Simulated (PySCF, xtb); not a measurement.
SeCl3, SMILES Cl[Se+](Cl)Cl, charge +1.

GFN2-xTB run with xtb at its own geometry gives an orbital gap of 4.35 eV.

Geometry optimised at ωB97X-D3(BJ)/def2-SVP. The multiplicity is an assumed one; other spin states were not compared. The isomer is the one that the SMILES or the coordinates give; other isomers of the formula were not compared.

What does PBE0/def2-TZVPD (PySCF) give? (The exact figures need the calculation; the answer reports its results.)

gap 6.40 eV (levels -15.14 and -8.74 eV).
